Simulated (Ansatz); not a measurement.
Reaction (homolysis of the N–Si bond): `O[Si@H](F)N[Si@H](O)Cl` → `[NH][SiH](O)F`• + `O[SiH]Cl`•

Calculated with Ansatz (gas phase, PBE0-D4/def2-TZVP geometries, no zero-point term in ΔE). CBS: MP2 limit from def2 TZ/QZ plus the TZ coupled-cluster correction, frozen cores. This one scheme is used for every species. DFT in def2-TZVPP. No spin–orbit coupling; open shells (•) take unrestricted orbitals. Each species was taken in one conformer, which may not be the lowest.

```csv
species,r2SCAN energy (Eh)
`O[Si@H](F)N[Si@H](O)Cl`,-1347.49744
`[NH][SiH](O)F`•,-521.17586
`O[SiH]Cl`•,-826.13536
```

**Question.** Work out ΔE.

**Answer.** ΔE = (-521.17586) + (-826.13536) − (-1347.49744) = 0.18622 Eh = +5.07 eV. CCSD(T)/CBS gives +5.52 eV.

Largest T1 diagnostic among the species: 0.014.

In def2-TZVPP, CCSD(T) changes the Hartree–Fock value by +1.26 eV (the triples alone add +0.10 eV) and MP2 by +1.54 eV; breaking electron pairs costs correlation energy, which Hartree–Fock lacks. The D4 term adds +0.24 eV with B3LYP and +0.13 eV with PBE0; it sums over pairs of atoms, weighted by their polarisabilities, and B3LYP, whose exchange is more repulsive, gets the larger term.

B3LYP here is the variant with VWN-RPA as its local correlation; programs differ in this.
